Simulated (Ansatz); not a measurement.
Cu3H (the lowest singlet isomer of a short search), 4 atoms. Hardware: 4 threads of Arm Neoverse V2 on a shared host.

How many basis functions does each of these Ansatz runs have, and roughly what does it cost? HF/def2-TZVP, charge 0 singlet, energy, from earlier orbitals; B3LYP-D4/def2-TZVP, charge 0 singlet, energy, from earlier orbitals; PBE-D4/def2-TZVPD, charge -1 doublet at the geometry of the charge 0 singlet, energy, from earlier orbitals; PBE-D4/def2-TZVP, charge 0 quintet, energy, from earlier orbitals; PBE-D4/def2-TZVP, charge 0 unrestricted singlet, energy, from earlier orbitals; PBE-D4/def2-TZVP, charge 0 triplet, energy, from earlier orbitals; PBE0-D4/def2-TZVP, charge 0 singlet, energy and forces, from earlier orbitals; r2SCAN-D4/def2-TZVP, charge 0 triplet, energy, from earlier orbitals; HF/def2-TZVP, charge 0 triplet, energy, from earlier orbitals; PBE0-D4/def2-SVP, charge 1 doublet at the geometry of the charge 0 singlet, energy with a search over starts; B3LYP-D4/def2-TZVP, charge 0 quintet, energy, from earlier orbitals; PBE0-D4/def2-TZVP, charge 1 doublet at the geometry of the charge 0 singlet, energy, from earlier orbitals.

Other jobs shared the machine, so times can vary by a factor of up to 3. A dash marks memory too small to be measured apart from the calling script's.

| run | functions | fitting or Cholesky vectors | wall time | peak host memory (GiB) |
| --- | --- | --- | --- | --- |
| HF/def2-TZVP, charge 0 singlet, energy, from earlier orbitals | 141 | 1467 | 1.6 s | – |
| B3LYP-D4/def2-TZVP, charge 0 singlet, energy, from earlier orbitals | 141 | 1467 | 2.8 s | – |
| PBE-D4/def2-TZVP, charge 0 triplet, energy, from earlier orbitals | 141 | 1403 | 3.4 s | – |
| PBE0-D4/def2-TZVP, charge 0 singlet, energy and forces, from earlier orbitals | 141 | 1467 | 3.6 s | – |
| PBE-D4/def2-TZVP, charge 0 unrestricted singlet, energy, from earlier orbitals | 141 | 1403 | 3.6 s | – |
| HF/def2-TZVP, charge 0 triplet, energy, from earlier orbitals | 141 | 1467 | 3.7 s | – |
| PBE-D4/def2-TZVP, charge 0 quintet, energy, from earlier orbitals | 141 | 1403 | 4.1 s | – |
| PBE-D4/def2-TZVPD, charge -1 doublet at the geometry of the charge 0 singlet, energy, from earlier orbitals | 153 | 1458 | 4.7 s | – |
| PBE0-D4/def2-SVP, charge 1 doublet at the geometry of the charge 0 singlet, energy with a search over starts | 98 | 1091 | 7 s | – |
| PBE0-D4/def2-TZVP, charge 1 doublet at the geometry of the charge 0 singlet, energy, from earlier orbitals | 141 | 1467 | 7 s | 0.59 |
| r2SCAN-D4/def2-TZVP, charge 0 triplet, energy, from earlier orbitals | 141 | 1403 | 8.5 s | – |
| B3LYP-D4/def2-TZVP, charge 0 quintet, energy, from earlier orbitals | 141 | 1467 | 9.5 s | 0.59 |
